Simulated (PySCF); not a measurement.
Match the calculated data to a structure.

All candidates are C7H7FO.

| technique | computed result |
| --- | --- |
| NMR, other nuclei | isotropic shieldings of nuclei other than C and H, by class: 229 (1 O), 292 (1 F) ppm [GIAO PBE/pcSseg-1] |
| Dipole | 2.45 D [wB97X-D/def2-SVPD] |
| UV, first state | lowest singlet excitation: 5.22 eV (238 nm, f = 0.031) [TDDFT wB97X-D/def2-SVPD] |
| Rotational structure | rotational constants A, B, C: 2.539, 1.568, 0.975 GHz [PBE0-D3(BJ)/def2-SVP] |
| 13C NMR | chemical shifts (computed TMS as zero) by class: 159.1 (1 C), 151.3 (1 C), 125.6 (1 C), 121.9 (1 C), 118.3 (1 C), 111.1 (1 C), 54.9 (1 C) ppm [GIAO PBE/pcSseg-1] |
| Polarisability | 86.2 au [wB97X-D/def2-SVPD] |
| UV, strongest line | among the 10 lowest singlet transitions: S4 at 6.91 eV (179 nm, f = 0.594) [TDDFT wB97X-D/def2-SVPD] |

The electronic properties come from PySCF, for the isolated species, density fitting. Levels stand in brackets. Isolated species at its PBE0-D3(BJ)/def2-SVP geometry (one conformer only). NMR values are class means; diastereotopic atoms form classes of their own.

Question: Which candidate is it?
A. `COc1ccccc1F`
B. `CO[C@@]12C=C[C@@H]1C=C2F`
C. `OCc1ccccc1F`

Answer: A. It is `COc1ccccc1F`. Numbering: `[CH3:1][O:2][c:3]1[cH:4][cH:5][cH:6][cH:7][c:8]1[F:9]`. Its formula, C7H7FO, gives 4 degrees of unsaturation: 1 ring and 3 π bonds in the structure found (Kekulé form). 7 carbons fall into 7 classes; from least to most shielded: aromatic C–F carbon [C8] (159.1 ppm), aromatic carbon bearing oxygen [C3] (151.3 ppm), aromatic CH carbon [C5] (125.6 ppm), aromatic CH carbon [C6] (121.9 ppm), aromatic CH carbon [C7] (118.3 ppm), aromatic CH carbon [C4] (111.1 ppm), methoxy carbon [C1] (54.9 ppm). The other shieldings belong to: 229 ppm, aryl ether oxygen [O2]; 292 ppm, aryl fluorine [F9]. The optimised geometry has point group Cs and is an asymmetric top.

The others, at the same levels:
- `OCc1ccccc1F` fails: its computed lowest singlet excitation is 5.39 eV (230 nm, f = 0.011) (against 5.22 eV), static isotropic polarisability is 84.6 au (against 86.2 au) and dipole moment is 1.69 D (against 2.45 D).
- `CO[C@@]12C=C[C@@H]1C=C2F` fails: its computed 13C shifts are 173.1 (1 C), 156.7 (1 C), 145.9 (1 C), 115.9 (1 C), 94.8 (1 C), 57.1 (1 C), 49.8 (1 C) ppm, rotational constant A is 2.171 GHz (against 2.539 GHz) and smallest rotational constant is 1.263 GHz (against 0.975 GHz).

Each candidate is one conformer, not necessarily the lowest. Dipoles, sizes and rotational constants follow the conformer. The torsions of the flexible species, by atom-mapped SMILES:
- `[CH3:1][O:2][c:3]1[cH:4][cH:5][cH:6][cH:7][c:8]1[F:9]`: C1–O2–C3–C4 0°
- `[OH:1][CH2:2][c:3]1[cH:4][cH:5][cH:6][cH:7][c:8]1[F:9]`: O1–C2–C3–C4 19°, H–O1–C2–C3 64°
- `[CH3:1][O:2][C@@:3]12[CH:4]=[CH:5][C@@H:6]1[CH:7]=[C:8]2[F:9]`: C1–O2–C3–C4 77°
